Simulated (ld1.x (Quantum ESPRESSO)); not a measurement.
## tantalum (Ta), TM semilocal: configuration errors across variants

tantalum (Ta), norm-conserving Troullier–Martins (semilocal form), made with ld1.x (Quantum ESPRESSO) 7.5 (PBEsol, scalar-relativistic). Core [Xe] 4f14, reference 5d3 6s1.5 6p0 (charge +0.5). Waves: 6p (bound, empty): rc 4.00 bohr; 5d (bound): rc 1.90 bohr; 6s (bound): rc 2.85 bohr. Local part: the s channel. Core correction: a·sin(br)/r model core inside 1.05 bohr.

All-electron excitation energies from the reference (eV): (1) 5d3 6s2 6p0 -3.478; (2) 5d3 6s1 6p0 5.027; (3) 5d3 6s0 6p0 20.003; (4) 5d3 6s0 6p1 10.154; (5) 5d2 6s2 6p0 4.246; (6) 5d1 6s0 6p0 78.651; (7) 5d2 6s0 6p0 43.614.

In the semilocal form every listed channel keeps its own potential, so the choice of the local channel does not act on these tests. It acts once the file is put into the separable form.

A semilocal file is local in each channel, so a ghost entry of none says nothing of the separable form that plane-wave codes build from it.

1 further variants failed, have other tests or too few solved ones, and are left out.

Errors AE − PS in meV (a dash: test not solved or not reliable):

```tsv
change	(1)	(2)	(3)	(4)	(5)	(6)	(7)	bound ghosts
base	-0.1	-3.6	-34	-10	-64	-806	-177	none
wave 6p (bound): rc 4.00 bohr becomes 6p (bound): rc 5.08 bohr	-0.1	-3.6	-34	+17	-64	-806	-177	none
core correction a·sin(br)/r model core inside 1.60 bohr	-0.1	-3.5	-33	-9.8	-62	-800	-177	none
all radii but the core radius scaled by about 0.82 (s 2.34, p 3.30, d 1.56 bohr)	+0.1	-3.3	-32	-13	-58	-817	-180	none
type ultrasoft, which also changes the form from semilocal to separable; waves now 6s (bound): rcut 2.50, rcutus 2.85 bohr; 6s channel at 4.05 Ry: rcut 2.50, rcutus 2.85 bohr; 6p (bound): rcut 3.50, rcutus 4.00 bohr; 6p channel at 1.5 Ry: rcut 3.50, rcutus 4.00 bohr; 5d (bound): rcut 1.65, rcutus 1.90 bohr; 5d channel at 0.25 Ry: rcut 1.65, rcutus 1.90 bohr; local potential all-electron potential smoothed inside 3.75 bohr (lloc = -1); augmentation built from norm-conserving waves at rcut, not smoothed further	+2.2	-1.3	-33	-26	–	–	–	not determined
```

Question: Give the same row for: wave 6s (bound): rc 2.85 bohr becomes 6s (bound): rc 4.08 bohr.

Answer: +1.3, -4.6, -97, -68, +39, -1407, -473; bound ghosts: none.
